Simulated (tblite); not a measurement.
Compound: C2H8BGe (doublet state).
Bonds: B1–Ge2, Ge2–C3, C3–C4. Hydrogens: H5, H6 on B1; H7, H8 on Ge2; H9, H10 on C3; H11, H12 on C4.

Computed with GFN2-xTB (tblite), gas phase: L-BFGS steps from a force-field or distance-geometry start until the largest atomic force falls under 0.01 eV/Å.

Geometry at step 29:
```
atom  x, y, z in Å
B1      2.4381    0.2764    0.1693
Ge2     0.5175    0.8026    0.0726
C3     -0.7566   -0.8701    0.1537
C4     -2.0905   -0.4428   -0.0507
H5      2.7242   -0.8494    0.0270
H6      3.2470    1.0664    0.4631
H7     -0.0131    1.9507    0.9241
H8      0.0344    1.2660   -1.2939
H9     -0.5543   -1.4323    1.0635
H10    -0.3456   -1.3698   -0.7206
H11    -2.7874   -0.2518    0.7433
H12    -2.4125   -0.1464   -1.0333
```

**Question.** What forces act on the atoms?

**Answer.** 
```
atom  Fx (eV/Å)  Fy (eV/Å)  Fz (eV/Å)
  B1     -0.077      0.011      0.021
 Ge2      0.176      0.122     -0.211
  C3     -0.167      0.025     -0.019
  C4     -0.104     -0.009      0.028
  H5      0.078      0.099     -0.092
  H6     -0.013     -0.111      0.140
  H7     -0.054     -0.067     -0.003
  H8      0.040      0.035      0.022
  H9     -0.110      0.141     -0.032
 H10      0.071     -0.164      0.014
 H11      0.110     -0.074      0.156
 H12      0.049     -0.008     -0.023
```

The largest, 0.30 eV/Å, acts on Ge2; the rms over all components is 0.093 eV/Å. The forces sum to zero within rounding, as they must for an isolated molecule in no field.

**Question.** Give the force on Ge2 in Eh/bohr and in nN.

**Answer.** 0.301 eV/Å ÷ 51.422 = 0.00585 Eh/bohr, and 0.301 eV/Å × 1.602 = 0.48 nN.

**Question.** How far is this geometry from the end of the optimisation?

**Answer.** 0.270 eV above it, and 0.483 Å rms away after alignment. The bonds farthest from their final lengths, with half the difference of the two atoms' forces along the bond (positive lengthens):

| bond | now (Å) | final (Å) | force along bond (eV/Å) |
| --- | --- | --- | --- |
| Ge2–C3 | 2.104 | 2.285 | +0.15 |
| C3–C4 | 1.416 | 1.377 | -0.04 |
| B1–Ge2 | 1.994 | 1.955 | -0.10 |
| C3–H9 | 1.088 | 1.082 | -0.03 |
| C3–H10 | 1.088 | 1.082 | +0.08 |
| Ge2–H7 | 1.525 | 1.521 | +0.03 |

The angle farthest from its final value is C3–Ge2–H7, 111.5° against 98.2°.

Of the 3 listed bonds off by 0.010 Å or more, this force points towards the final length in 3.

The cost below is that of the whole relaxation. On Arm Neoverse V1, one thread, shared host, this took 0.38 s wall.
